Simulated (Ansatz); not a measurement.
`FC1=[CH][InH][S]1`. Charge 0, multiplicity 1. In takes the def2 core potential.

```xyz
7

F     2.057   -0.231   -1.181
C     0.979   -0.041   -0.426
C    -0.252   -0.440   -0.786
In   -1.164    0.273    0.950
S     1.266    0.785    1.114
H    -0.481   -0.948   -1.712
H    -2.404    0.603    2.040
```

List the harmonic frequencies (cm⁻¹, unscaled) at PBE0-D4/def2-TZVP in Ansatz. (Best estimate.)

The calculation gave: 132, 248, 323, 394, 446, 448, 575, 666, 715, 737, 1069, 1180, 1564, 1922, 3235.

Is this a minimum?

Yes, all 15 modes are real.

Give the ideal-gas thermochemistry at 298.15 K and 1 bar (rigid rotor, harmonic oscillator; point group Cs, symmetry number 1).

Zero-point energy 81.7 kJ/mol; H(298) − E = 99.4 kJ/mol; entropy 333.6 J/(mol·K), of which translation 174.4, rotation 117.0, vibration 42.1; G(298) − E = -0.1 kJ/mol.

And at 400, 500, 600, 800 and 1000 K?


| T (K) | H − E (kJ/mol) | S (J/mol/K) | G − E (kJ/mol) |
| --- | --- | --- | --- |
| 400 | 109.3 | 362.2 | -35.6 |
| 500 | 120.3 | 386.6 | -73.0 |
| 600 | 132.1 | 408.1 | -112.8 |
| 800 | 157.5 | 444.5 | -198.2 |
| 1000 | 184.5 | 474.7 | -290.2 |

Rotational constants (cm⁻¹)?

0.1798, 0.04851, 0.0382.
